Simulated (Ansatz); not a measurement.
Cost and result for the atomization energy of C2H9AlBN (14 atoms, 14 bonds).

Cartesian coordinates in Å:
```
C 1.057 0.456 1.915
B 0.137 0.230 0.684
Al -1.667 0.677 -0.391
C 0.536 -0.762 -0.492
N -0.388 -0.442 -1.627
H 0.533 0.733 2.831
H 1.769 -0.349 2.128
H 1.663 1.337 1.645
H -1.911 2.049 -1.188
H -2.942 -0.268 -0.147
H 1.581 -0.842 -0.816
H 0.257 -1.752 -0.103
H -0.685 -1.256 -2.154
H 0.060 0.188 -2.283
```

The species carries charge 0 and has multiplicity 1. The bonds changed during the relaxation, so this is another structure than the one it started from. The geometry is a stationary point of PBE0-D4/def2-TZVP. It is one conformer, not always the lowest. Program: Ansatz. All runs use 4 threads of an Arm Neoverse V2 on a shared host. Times are those of one run each, without the atoms' runs, and a repeat can differ threefold. Electronic energies, without spin–orbit coupling; frozen cores. CCSD(T)/CBS adds CCSD(T) − MP2 in def2-TZVPP to the MP2 limit, and its time is that of the two runs behind it. T1 = 0.011. B3LYP takes the VWN-RPA correlation (the form of Gaussian; ORCA's B3LYP/G).

CCSD(T)/CBS is a level of theory with its own doubt, some kJ/mol a heavy atom from the limit and from the frozen cores, so smaller differences don't rank the functionals.

```json
{"level": "PBE-D4/def2-TZVPP (with forces)", "functions": "292", "wall time": "2.6 s", "atomization (kcal/mol)": "1185.2", "difference from CCSD(T)/CBS": "19.8", "per bond": "1.4"}
{"level": "PBE0-D4/def2-TZVPP", "functions": "292", "wall time": "2.9 s", "atomization (kcal/mol)": "1172.1", "difference from CCSD(T)/CBS": "6.7", "per bond": "0.5"}
{"level": "B3LYP-D4/def2-TZVPP (with forces)", "functions": "292", "wall time": "4.5 s", "atomization (kcal/mol)": "1170.9", "difference from CCSD(T)/CBS": "5.5", "per bond": "0.4"}
{"level": "r2SCAN-D4/def2-TZVPP (with forces)", "functions": "292", "wall time": "4.9 s", "atomization (kcal/mol)": "1171.2", "difference from CCSD(T)/CBS": "5.8", "per bond": "0.4"}
{"level": "B2PLYP/def2-TZVPP", "functions": "292", "wall time": "5.5 s", "atomization (kcal/mol)": "1155.3", "difference from CCSD(T)/CBS": "-10.1", "per bond": "-0.7"}
{"level": "ωB97X-V/def2-TZVPP", "functions": "292", "wall time": "8 s", "atomization (kcal/mol)": "1173.0", "difference from CCSD(T)/CBS": "7.6", "per bond": "0.5"}
{"level": "ωB97M-V/def2-TZVPP (with forces)", "functions": "292", "wall time": "12 s", "atomization (kcal/mol)": "1173.1", "difference from CCSD(T)/CBS": "7.7", "per bond": "0.5"}
{"level": "MP2/def2-QZVPP", "functions": "568", "wall time": "25 s", "atomization (kcal/mol)": "1161.6", "difference from CCSD(T)/CBS": "-3.8", "per bond": "-0.3"}
{"level": "CCSD(T)/def2-TZVPP", "functions": "292", "wall time": "2.9 min", "atomization (kcal/mol)": "1137.8", "difference from CCSD(T)/CBS": "-27.6", "per bond": "-2.0"}
{"level": "CCSD(T)/CBS(def2)", "functions": "–", "wall time": "3.4 min", "atomization (kcal/mol)": "1165.4", "difference from CCSD(T)/CBS": "0.0", "per bond": "0.0"}
```

The D4 term adds +10.3 kcal/mol with B3LYP and +5.4 kcal/mol with PBE0; it sums over pairs of atoms, weighted by their polarisabilities, and B3LYP, whose exchange is more repulsive, gets the larger term. In def2-TZVPP, CCSD(T) changes the Hartree–Fock value by +270.6 kcal/mol (the triples alone add +13.9 kcal/mol) and MP2 by +278.2 kcal/mol; breaking electron pairs costs correlation energy, which Hartree–Fock lacks. From PBE to PBE0 (25 % exact exchange), in def2-TZVPP and without D4, the atomization energy moves by −12.1 kcal/mol: exact exchange takes away binding that semilocal exchange gives to molecules.
